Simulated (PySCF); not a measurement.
H₉N₃Si₂, SMILES N[SiH2]N[SiH2]N.

Geometry optimised at B3LYP-D3(BJ)/def2-SVP. Other conformers were not sampled.

Two levels are set side by side: TDA-PBE/def2-SVPD (PySCF) and TDA-PBE0/def2-SVPD (PySCF). Vertical, same geometry. The lowest singlet is HOMO→LUMO 98 % with PBE and HOMO−1→LUMO 77 %, HOMO→LUMO+1 14 % with the other functional; states are paired by order. Differences are taken from unrounded values.

```
quantity                               TDA-PBE0
-------------------------------------  --------
lowest singlet excitation (eV)             6.44
lowest triplet excitation (TDA) (eV)       6.10
first bright state (f over 0.05) (eV)      7.23
its oscillator strength                    0.17
```

**Question.** What does TDA-PBE give, and how far is it from TDA-PBE0? (Estimate from the structure and the level; the computed values follow.)

**Answer.** 
| quantity | TDA-PBE | TDA-PBE minus TDA-PBE0 |
|---|---|---|
| lowest singlet excitation (eV) | 5.61 | -0.83 |
| lowest triplet excitation (TDA) (eV) | 5.45 | -0.65 |
| first bright state (f over 0.05) (eV) | 5.92 | -1.31 |
| its oscillator strength | 0.09 | -0.08 |

Functionals without exact exchange tend to place singlet excitations lower, as here. Differences between two approximate levels are no errors against the true value.

Rough cost on one machine, each run with all the roots and properties that it gave: TDA-PBE0 against TDA-PBE about 3 times.
